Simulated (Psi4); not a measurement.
C₂H₆Mg, singlet, at a GFN2-xTB geometry of the parent state (such geometries of metal compounds can be far from the true shape); R2SCAN/STO-3G in Psi4 1.11.

Here is a job for Psi4.
```
memory 2 GB

molecule mol {
0 1
Mg    0.006492    0.006596    0.009254
C     1.776502    0.275413   -1.453055
H     2.442280   -0.566723   -1.296536
H     2.249841    1.220078   -1.207203
H     1.353384    0.279702   -2.452066
C    -1.783744   -0.282771    1.442733
H    -2.267497   -1.208450    1.149181
H    -2.433159    0.575990    1.309535
H    -1.379303   -0.335604    2.447980
}

set {
  basis sto-3g
  reference rks
}

energy('r2scan')
print_variables()
```

Output, abridged:

```
   => Loading Basis Set <=

    Name: STO-3G
    Role: ORBITAL
    Keyword: BASIS

         ---------------------------------------------------------
                                   SCF
               by Justin Turney, Rob Parrish, Andy Simmonett
                          and Daniel G. A. Smith
                              RKS Reference
         ---------------------------------------------------------

  ==> Geometry <==

    Molecular point group: c1
    Full point group: C1

    Geometry (in Angstrom), charge = 0, multiplicity = 1:

       Center              X                  Y                   Z               Mass
    ------------   -----------------  -----------------  -----------------  -----------------
         MG           0.005861201729     0.005955112946     0.008354527398    23.985041697000
         C            1.775871201729     0.274772112946    -1.453954472602    12.000000000000
         H            2.441649201729    -0.567363887054    -1.297435472602     1.007825032230
         H            2.249210201729     1.219437112946    -1.208102472602     1.007825032230
         H            1.352753201729     0.279061112946    -2.452965472602     1.007825032230
         C           -1.784374798271    -0.283411887054     1.441833527398    12.000000000000
         H           -2.268127798271    -1.209090887054     1.148281527398     1.007825032230
         H           -2.433789798271     0.575349112946     1.308635527398     1.007825032230
         H           -1.379933798271    -0.336244887054     2.447080527398     1.007825032230

  Running in c1 symmetry.

  Rotational constants: A =      2.58105  B =      0.09736  C =      0.09736 [cm^-1]
  Rotational constants: A =  77377.89174  B =   2918.90151  C =   2918.80638 [MHz]
  Nuclear repulsion =   74.560781228097795

  Charge       = 0
  Multiplicity = 1
  Electrons    = 30
  Nalpha       = 15
  Nbeta        = 15

  ==> Algorithm <==

  SCF Algorithm Type is DF.
  DIIS enabled.
  MOM disabled.
  Fractional occupation disabled.
  Guess Type is SAD.
  Energy threshold   = 1.00e-06
  Density threshold  = 1.00e-06
  Integral threshold = 1.00e-12

  ==> Primary Basis <==

  Basis Set: STO-3G
    Blend: STO-3G
    Number of shells: 17
    Number of basis functions: 25
    Number of Cartesian functions: 25
    Spherical Harmonics?: true
    Max angular momentum: 1

  ==> DFT Potential <==

   => LibXC <=

    Version 7.1.2
    S. Lehtola, C. Steigemann, M. J. T. Oliveira, and M. A. L. Marques,  SoftwareX 7, 1–5 (2018) (10.1016/j.softx.2017.11.002)

   => Composite Functional: R2SCAN <=

    r2SCAN Meta-GGA XC Functional  (0.1021/acs.jpclett.0c02405)
    J. W. Furness, A. D. Kaplan, J. Ning, J. P. Perdew, J. Sun  J. Phys. Chem. Lett.  11, 8208–8215, 2020

    Deriv               =              1
    GGA                 =           TRUE
    Meta                =           TRUE

    Exchange Hybrid     =          FALSE
    MP2 Hybrid          =          FALSE

   => Exchange Functionals <=

    1.0000   XC_MGGA_X_R2SCAN

   => Correlation Functionals <=

    1.0000   XC_MGGA_C_R2SCAN

   => LibXC Density Thresholds  <==

    XC_MGGA_C_R2SCAN:  1.00E-15
    XC_MGGA_X_R2SCAN:  1.00E-11

   => Molecular Quadrature <=

    Radial Scheme          =       TREUTLER
    Pruning Scheme         =           NONE
    Nuclear Scheme         =       TREUTLER

    Blocking Scheme        =         OCTREE
    BS radius alpha        =              1
    Pruning alpha          =              1
    Radial Points          =             75
    Spherical Points       =            302
    Total Points           =         192448
    Total Blocks           =           1491
    Max Points             =            256
    Max Functions          =             24
    Weights Tolerance      =       1.00E-15

   => Loading Basis Set <=

    Name: (STO-3G AUX)
    Role: JKFIT
    Keyword: DF_BASIS_SCF

  ==> Integral Setup <==

  SCF_SUBTYPE=INCORE selected. In-core MEM_DF algorithm will be used.
  Using in-core AOs.

  ==> MemDFJK: Density-Fitted J/K Matrices <==

    J tasked:                   Yes
    K tasked:                    No
    wK tasked:                   No
    Algorithm:                 Core
    Schwarz Cutoff:           1E-12
    Mask sparsity (%):       0.9600
    Fitting Condition:        1E-10

   => Auxiliary Basis Set <=

  Basis Set: (STO-3G AUX)
    Blend: DEF2-UNIVERSAL-JKFIT
    Number of shells: 120
    Number of basis functions: 370
    Number of Cartesian functions: 435
    Spherical Harmonics?: true
    Max angular momentum: 4

  Minimum eigenvalue in the overlap matrix is 2.4113090870E-01.
  Reciprocal condition number of the overlap matrix is 1.0978687840E-01.
    Using symmetric orthogonalization.

  ==> Pre-Iterations <==

  SCF Guess: Superposition of Atomic Densities via on-the-fly atomic UHF (no occupation information).

   -------------------------
    Irrep   Nso     Nmo
   -------------------------
     A         25      25
   -------------------------
    Total      25      25
   -------------------------

  ==> Iterations <==

                           Total Energy        Delta E     RMS |[F,P]|

   @DF-RKS iter SAD:  -274.22056278328438   -2.74221e+02   0.00000e+00
   @DF-RKS iter   1:  -276.21524644256863   -1.99468e+00   1.34468e-02 ADIIS/DIIS
   @DF-RKS iter   2:  -276.12627228095710    8.89742e-02   2.03241e-02 ADIIS/DIIS
   @DF-RKS iter   3:  -276.31462382236941   -1.88352e-01   9.45021e-04 ADIIS/DIIS
   @DF-RKS iter   4:  -276.31495105756278   -3.27235e-04   1.94283e-04 ADIIS/DIIS
   @DF-RKS iter   5:  -276.31496681675145   -1.57592e-05   1.88194e-05 DIIS
   @DF-RKS iter   6:  -276.31496701031926   -1.93568e-07   1.35474e-06 DIIS
   @DF-RKS iter   7:  -276.31496701105362   -7.34360e-10   5.18788e-08 DIIS
  Energy and wave function converged.

  ==> Post-Iterations <==

   Electrons on quadrature grid:
      Ntotal   =   30.0000030912 ; deviation = 3.091e-06

    Orbital Energies [Eh]
    ---------------------

    Doubly Occupied:

       1A    -46.129490     2A     -9.715342     3A     -9.715222
       4A     -2.943999     5A     -1.616963     6A     -1.616963
       7A     -1.603346     8A     -0.539794     9A     -0.538643
      10A     -0.272228    11A     -0.272225    12A     -0.271316
      13A     -0.271314    14A     -0.116928    15A     -0.069045

    Virtual:

      16A      0.159192    17A      0.288979    18A      0.289026
      19A      0.503520    20A      0.503874    21A      0.524369
      22A      0.524377    23A      0.529618    24A      0.529630
      25A      0.530861

    Final Occupation by Irrep:
              A
    DOCC [    15 ]
    NA   [    15 ]
    NB   [    15 ]

  @DF-RKS Final Energy:  -276.31496701105362

   => Energetics <=

    Nuclear Repulsion Energy =             74.5607812280977953
    One-Electron Energy =                -531.2253415062891690
    Two-Electron Energy =                 209.9245992463837069
    DFT Exchange-Correlation Energy =     -29.5750059792459297
    Empirical Dispersion Energy =           0.0000000000000000
    VV10 Nonlocal Energy =                  0.0000000000000000
    Total Energy =                       -276.3149670110536249

Computation Completed

Properties will be evaluated at   0.000000,   0.000000,   0.000000 [a0]

Properties computed using the SCF density matrix

 Multipole Moments:

 ------------------------------------------------------------------------------------
     Multipole            Electronic (a.u.)      Nuclear  (a.u.)        Total (a.u.)
 ------------------------------------------------------------------------------------

 L = 1.  Multiply by 2.5417464519 to convert [e a0] to [Debye]
 Dipole X            :          0.0496309           -0.0357649            0.0138660
 Dipole Y            :          0.0504221           -0.0363387            0.0140834
 Dipole Z            :          0.0707314           -0.0509795            0.0197519
 Magnitude           :                                                    0.0279418

 ------------------------------------------------------------------------------------

  Variable Map:
  ----------------------------------------------------------------------------
  "CURRENT ENERGY"              =>    -276.314967011054
  "CURRENT REFERENCE ENERGY"    =>    -276.314967011054
  "DD SOLVATION ENERGY"         =>       0.000000000000
  "DFT FUNCTIONAL TOTAL ENERGY" =>    -276.314967011054
  "DFT TOTAL ENERGY"            =>    -276.314967011054
  "DFT VV10 ENERGY"             =>       0.000000000000
  "DFT XC ENERGY"               =>     -29.575005979246
  "GRID ELECTRONS ALPHA"        =>      15.000001545576
  "GRID ELECTRONS BETA"         =>      15.000001545576
  "GRID ELECTRONS TOTAL"        =>      30.000003091152
  "NUCLEAR REPULSION ENERGY"    =>      74.560781228098
  "ONE-ELECTRON ENERGY"         =>    -531.225341506289
  "PCM POLARIZATION ENERGY"     =>       0.000000000000
  "PE ENERGY"                   =>       0.000000000000
  "SCF ITERATION ENERGY"        =>    -276.314967011054
  "SCF ITERATIONS"              =>       7.000000000000
  "SCF TOTAL ENERGY"            =>    -276.314967011054
  "TWO-ELECTRON ENERGY"         =>     209.924599246384
  "XC GRID RADIAL POINTS"       =>      75.000000000000
  "XC GRID SPHERICAL POINTS"    =>     302.000000000000
  "XC GRID TOTAL POINTS"        =>  192448.000000000000

  Array Variable Map:
  ----------------------------------------------------------------------------
  "CURRENT DIPOLE"              =>       0.013866017269 ... 0.019751937755 1 by 3
  "SCF DIPOLE"                  =>       0.013866017269 ... 0.019751937755 1 by 3
  "SCF TOTAL ENERGIES"          =>    -274.220562783284 ... -276.314967011054 1 by 8
```
